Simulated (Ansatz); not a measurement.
Job for Ansatz (a quantum-chemistry and plane-wave program): R-PBE/def2-TZVPPD on GeH8OSi (a complex). Files ending in .json are basis or fitting sets from the Basis Set Exchange.

Ansatz 0.2 input:
```yaml
crystal:
  periodic: [false, false, false]
  atoms:
    - {symbol: Ge, position_ang: [0.39343159, -0.39215481, 0.44313808]}
    - {symbol: H, position_ang: [-0.90285126, -1.19267803, 0.62537068]}
    - {symbol: H, position_ang: [1.37107651, -0.70007824, 1.58412865]}
    - {symbol: H, position_ang: [0.08431789, 1.11010137, 0.40104872]}
    - {symbol: H, position_ang: [1.04380532, -0.80140123, -0.89260912]}
    - {symbol: O, position_ang: [-0.92023618, 0.44252351, 3.29622971]}
    - {symbol: Si, position_ang: [-0.14683259, 0.32680620, 4.75451449]}
    - {symbol: H, position_ang: [-1.82215991, 0.77053417, 3.27510433]}
    - {symbol: H, position_ang: [-0.03619327, 1.65036074, 5.41543487]}
    - {symbol: H, position_ang: [1.19620962, -0.20231274, 4.45226710]}
    - {symbol: H, position_ang: [-0.86115759, -0.59150974, 5.67499784]}
basis:
  gaussian:
    orbitals: def2-TZVPPD.json
hamiltonian:
  xc: {name: PBE}
scf: {lower_state_search: off}
```

The head of its log:

```
Functional definition: PBE
[...]
these checks for a lower state are left out or cut short: stability, starts, cluster_reference, orbital_swaps, neighbouring_geometries, increment
integrals: 0.24 GiB planned
1334 factors; their error is unknown
mean field: 1.48 GiB planned
mean field evaluation 1: about -66552.7084 eV, gradient 6.6e1 eV
mean field evaluation 2: about -66518.9310 eV, gradient 1.4e2 eV
```

Problem. Predict the final total energy.

Solution. -2446.0173 hartree.
